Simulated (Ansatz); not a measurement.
Ansatz (an electronic-structure program) input:

Ansatz 0.2 input:
```yaml
crystal:
  periodic: [false, false, false]
  atoms:
    - {symbol: C, position_ang: [2.06463796, -0.07366929, -0.95726736]}
    - {symbol: C, position_ang: [1.36840558, 0.50230882, 0.21206062]}
    - {symbol: C, position_ang: [0.37647696, -0.25517879, 1.00932291]}
    - {symbol: C, position_ang: [-1.01249293, 0.06973136, 0.48696411]}
    - {symbol: C, position_ang: [-1.75464275, 1.02174177, 1.03062159]}
    - {symbol: C, position_ang: [-1.45129200, -0.71994234, -0.70619772]}
    - {symbol: H, position_ang: [3.10655505, 0.25402219, -0.98454258]}
    - {symbol: H, position_ang: [1.61636348, 0.25663402, -1.90390383]}
    - {symbol: H, position_ang: [2.03974220, -1.16170145, -0.93387974]}
    - {symbol: H, position_ang: [1.42000225, 1.56860920, 0.35809515]}
    - {symbol: H, position_ang: [0.55769768, -1.32890451, 0.92693362]}
    - {symbol: H, position_ang: [0.43226594, 0.03730515, 2.06160679]}
    - {symbol: H, position_ang: [-2.72345041, 1.28259423, 0.63786640]}
    - {symbol: H, position_ang: [-1.42540059, 1.57870762, 1.89144684]}
    - {symbol: H, position_ang: [-2.41770184, -0.37681518, -1.06705248]}
    - {symbol: H, position_ang: [-1.53057032, -1.77624667, -0.44800359]}
    - {symbol: H, position_ang: [-0.72398418, -0.62992537, -1.51112792]}
basis:
  gaussian:
    orbitals: def2-TZVP
hamiltonian:
  xc: b3lyp
  dispersion: d3bj
magnetization: {spin_polarized: true, initial_magnetization: 1}
relax: {f_tol: 0.002, max_steps: 150}
```

Q: Predict the final energy.

A: -235.30228 Eh (B3LYP-D3(BJ)/def2-TZVP). The basis has 252 functions.

It need not be the lowest isomer of its formula.
